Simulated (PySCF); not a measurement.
Compound: C₇H₁₃NSi.
Cartesian coordinates in Å at the PBE0-D3(BJ)/def2-SVP level; atoms count from 1:
```xyz
22
C7H13NSi angstrom
C      3.6005   -0.9987   -0.9512
C      2.6349   -0.1285   -0.6136
C      2.6709    1.3354   -0.9102
C      1.4524   -0.6411    0.0989
N      0.4933    0.1101    0.4602
Si    -0.9444   -0.4322    1.2980
C     -2.4591    0.1189    0.3386
C     -2.2963    0.8403   -0.7787
C     -3.8098   -0.2757    0.8631
H      3.5094   -2.0610   -0.7041
H      4.5042   -0.6829   -1.4788
H      2.5609    1.9156    0.0185
H      1.8158    1.6180   -1.5438
H      3.6029    1.6247   -1.4137
H      1.4722   -1.7373    0.2925
H     -0.9636   -1.9284    1.4669
H     -0.9507    0.1768    2.6643
H     -1.3008    1.1219   -1.1356
H     -3.1555    1.1814   -1.3704
H     -3.9637    0.0942    1.8912
H     -3.9169   -1.3728    0.9082
H     -4.6228    0.1201    0.2347
```

The calculation used PySCF 2.14.0, density-fitted response routines, TDDFT PBE0/def2-SVPD, vertical, gas phase, core orbitals frozen in the response.

Transition dipole moments from the ground state, in atomic units and in the frame of the coordinates above (overall signs are arbitrary), for the states with f of 0.002 or more among the lowest 9:

```json
{"state": "S3", "E (eV)": "5.594", "μx": "1.923", "μy": "-0.523", "μz": "-0.704"}
{"state": "S4", "E (eV)": "5.951", "μx": "-0.026", "μy": "-0.112", "μz": "0.031"}
{"state": "S5", "E (eV)": "6.088", "μx": "0.126", "μy": "-0.056", "μz": "-0.253"}
{"state": "S6", "E (eV)": "6.507", "μx": "0.058", "μy": "0.025", "μz": "0.098"}
{"state": "S7", "E (eV)": "6.573", "μx": "-0.513", "μy": "0.275", "μz": "-0.013"}
{"state": "S8", "E (eV)": "6.690", "μx": "0.267", "μy": "-0.144", "μz": "-0.015"}
{"state": "S9", "E (eV)": "6.821", "μx": "0.083", "μy": "-0.105", "μz": "0.208"}
```

(1) What oscillator strength does each state have?

(2) What angle do the transition dipoles of S7 and S9 make?

(3) How is the summed strength of these states shared among x, y and z?

(4) What peak molar absorption coefficient would the strongest computed level give as a lone Gaussian band 0.4 eV wide at half height?

Answers

(1) f = (2/3) ΔE |μ|² with ΔE in hartree (27.2114 eV).

| state | \|μ\|² (au) | \|μ\| (D) | f |
| --- | --- | --- | --- |
| S3 | 4.467 | 5.37 | 0.612 |
| S4 | 0.014 | 0.30 | 0.002 |
| S5 | 0.083 | 0.73 | 0.012 |
| S6 | 0.014 | 0.30 | 0.002 |
| S7 | 0.339 | 1.48 | 0.055 |
| S8 | 0.092 | 0.77 | 0.015 |
| S9 | 0.061 | 0.63 | 0.010 |

(2) |cos θ| = |μa·μb| / (|μa| |μb|) = 0.51, so θ ≈ 59° (taken between 0 and 90°, since the signs are arbitrary).

(3) (2/3) Σ ΔE μα² gives 0.565 for x, 0.057 for y and 0.086 for z, 0.709 in all.

(4) ε(max) = 2.175×10⁸ f / FWHM, with the width in cm⁻¹. S3: 2.175×10⁸ × 0.6122 / 3226 ≈ 41000 L mol⁻¹ cm⁻¹.

One conformer stands for the species.
